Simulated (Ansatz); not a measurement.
Geometry optimisation, RHF/def2-SVP in Ansatz 0.2.0.

Input file:

```yaml
crystal:
  periodic: [false, false, false]
  atoms:
    - { symbol: Si, position_ang: [-0.731045, 0.259986, -0.865292] }
    - { symbol: O, position_ang: [0.305734, 1.241414, 0.038053] }
    - { symbol: F, position_ang: [0.02045, -1.002794, -1.425415] }
    - { symbol: F, position_ang: [-1.237243, 1.106868, -2.103202] }
    - { symbol: F, position_ang: [-2.005777, -0.178816, -0.056617] }
    - { symbol: H, position_ang: [1.11652, -0.163602, 1.634315] }
    - { symbol: S, position_ang: [0.62658, -1.398002, 1.859512] }
    - { symbol: H, position_ang: [0.340996, 2.15141, -0.222609] }
    - { symbol: H, position_ang: [1.563785, -2.016563, 1.141156] }
basis:
  gaussian: { orbitals: def2-SVP }
hamiltonian:
  xc: hf
relax:
  f_tol: 0.03
  max_steps: 50
```

Launched with:

```bash
$ ansatz run input.yaml --threads 2 --pin off --max-ram 3072MiB --backend cpu --events-out ev --progress --plain --runs-dir out
```

Where does it end, and by what steps?

The run converged. The force dipped under the threshold on the way, but the program's further checks kept it going. After 13 steps the energy has fallen by 0.184 eV; H6 moved furthest, 0.57 Å.

| step | energy less start (eV) | largest force component (eV/Å) | accepted |
| --- | --- | --- | --- |
| 0 | 0.0000 | 1.545 | yes |
| 1 | -0.1187 | 1.036 | yes |
| 2 | -0.1573 | 0.517 | yes |
| 3 | -0.1722 | 0.207 | yes |
| 4 | -0.1439 | 2.083 | no |
| 5 | -0.1775 | 0.262 | yes |
| 6 | -0.1814 | 0.115 | yes |
| 7 | -0.1818 | 0.103 | yes |
| 8 | -0.1825 | 0.083 | yes |
| 9 | -0.1831 | 0.044 | yes |
| 10 | -0.1833 | 0.039 | yes |
| 11 | -0.1835 | 0.022 | yes |
| 12 | -0.1836 | 0.112 | yes |
| 13 | -0.1840 | 0.020 | yes |

```xyz
9
Properties=species:S:1:pos:R:3
Si -0.768 0.365 -0.955
O 0.125 1.392 -0.104
F 0.070 -0.912 -1.347
F -1.254 1.056 -2.295
F -2.055 -0.107 -0.180
H 1.516 -0.411 1.954
S 0.808 -1.529 2.127
H 0.170 2.313 -0.309
H 1.388 -2.167 1.108
```

The run took 38 s on 2 threads of Arm Neoverse N1, with other jobs on the host, peak memory 0.23 GiB.
